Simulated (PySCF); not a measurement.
**How the method changes the constants of SnS⁺**

State: ²Π (doublet), unpaired electrons π ↑. Set-up: PySCF, scalar-relativistic core potentials, basis sets Sn def2-SVP with ECP28, S def2-SVP. De refers to Sn⁺ + S in their high-spin ground configurations, without counterpoise correction. The functionals are run spin-unrestricted. A positive dipole points towards S; it is taken about the centre of mass and depends on that origin.

```csv
Level,Re (Å),ωe (cm⁻¹),De (eV),μ (D),"CPU s a point (SCF and correlation, without the integrals)"
UHF,2.389,399,1.54,-2.07,0.11
UHF-MP2,2.390,397,2.60,n/a,0.18
UHF-SCS-MP2,2.396,393,2.52,n/a,n/a
UHF-CCSD,2.400,388,2.49,n/a,n/a
UHF-CCSD(T),2.411,376,2.65,n/a,3.4
PBE,2.426,366,3.39,-1.23,0.62
revPBE,2.437,360,3.17,-1.33,0.79
r²SCAN,2.405,379,3.21,-1.38,0.91
PBE0,2.397,387,3.08,-1.51,0.87
B97-3,2.412,380,3.09,-1.72,0.54
MN15,2.376,397,3.12,-1.49,1
LC-ωPBE,2.359,414,2.74,-1.72,0.82
```

Problem. Which functional lies closest to UHF-CCSD(T) in De, which farthest, and by how much do they differ from it?

Solution. Closest is LC-ωPBE (-5.2 pm in Re, +10.1 % in ωe, +0.09 eV in De against UHF-CCSD(T) in the same basis), farthest PBE (+1.5 pm in Re, -2.7 % in ωe, +0.74 eV in De). CCSD(T) converges more slowly with the basis than the functionals do and binds too weakly in this one, so the order can change at the basis-set limit.

Problem. What does a quarter of exact exchange do here, going from PBE to PBE0?

Solution. PBE0 less PBE: -2.9 pm in Re, +5.7 % in ωe, -0.31 eV in De. Exact exchange removes part of the self-interaction that spreads semilocal densities, and in most molecules shortens and stiffens the bond and lowers De; so it does here.

Problem. What does the step from GGA to meta-GGA do here, going from PBE to r²SCAN?

Solution. r²SCAN less PBE: -2.1 pm in Re, +3.6 % in ωe, -0.18 eV in De. 

Correlated steps freeze 9 core orbitals. Correlated levels converge slowly with the basis: in double zeta they bind strong bonds too weakly, by up to about 1 eV, and carry superposition errors of some tenths. Spin–orbit coupling is left out, which matters for elements this heavy, above all for dissociation energies. For an ion De counts to the pair picked by the measured ionisation energies or electron affinities, which need not be the lowest pair at this level. The state is the lowest determinant that a PBE0 search found; another state may lie lower at other levels.

The whole job (state search and all levels along the bond) took about 2 min on 1 thread of Arm Neoverse V1 (shared host), peak memory 0.51 GiB.
